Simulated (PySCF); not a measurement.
## Spinor energies of Ti³⁺ (titanium, charge +3)

Start: [Ar] 4p1; 4p3/2 filled at m_j = +3/2. Calculated with PySCF 2.14 in x2c-SVPall-2c with one added diffuse shell each of s, d type (6s5p4d1f, 48 functions): generalised Hartree-Fock with the X2C-1e Hamiltonian and a Gaussian nucleus; one run each with spin-orbit coupling (SO) switched off, then screened by Boettger's factors. This is a chosen level, not necessarily the ground level.

| spinor shell | electrons | ε, spin-free (eV) | ε, screened SO (eV) | weight of nominal j (screened SO) | rms radius, screened SO (bohr) |
| --- | --- | --- | --- | --- | --- |
| 1s1/2 | 2 | -5065.6 | -5065.6 | 1.000 | 0.0805 |
| 2s1/2 | 2 | -639.63 | -639.63 | 1.000 | 0.350 |
| 2p1/2 | 2 | -535.55 | -539.53 | 1.000 | 0.318 |
| 2p3/2 | 4 | -535.55 | -533.59 | 1.000 | 0.321 |
| 3s1/2 | 2 | -123.45 | -123.45 | 1.000 | 1.07 |
| 3p1/2 | 2 | -92.208 | -92.702 | 0.988 | 1.15 |
| 3p3/2 | 4 | -92.208 | -91.966 | 0.994 | 1.15 |
| 4p3/2 | 1 | -25.697 | -25.679 | 1.000 | 3.62 |

| quantity | spin-free | screened SO |
| --- | --- | --- |
| E (hartree) | -850.30520 | -850.30880 |
| M_J | 3/2 | 3/2 |
| ⟨J²⟩ | 3.750 | 3.750 |
| ⟨L²⟩ | 2.000 | 2.000 |
| ⟨S²⟩ | 0.750 | 0.750 |

Each row is a mean over spinors that exchange with the open shell spreads, by up to 0.327 eV (3p3/2).

Without spin-orbit coupling the j labels of p, d and f shells carry no meaning; the spin-free column gives the mean over the occupied spinors of each nl shell.
